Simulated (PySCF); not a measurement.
A structure optimised at PBE0-D3(BJ)/def2-SVP, used in a PySCF frequency run:

```
N
C 1 1.4172
H 2 1.1040 1 111.36
H 2 1.1040 3 107.66 1 122.35
H 2 1.1043 3 107.46 4 115.48
Ta 1 1.7597 5 152.14 2 180.00
F 6 1.8947 1 107.28 5 119.02
F 6 1.8947 1 107.28 5 -119.02
O 6 1.8991 1 107.33 5 0.00
H 9 0.9610 6 134.07 1 0.00
```
Charge 0, spin multiplicity 1.

Task: Write its SMILES, formula and point group.

Result: C[N]=[Ta]([OH])([F])[F], CH4F2NOTa, Cs

Task: What are its rotational constants (standard atomic weights)?

Result: 2.6986, 1.6624, 1.6295 GHz
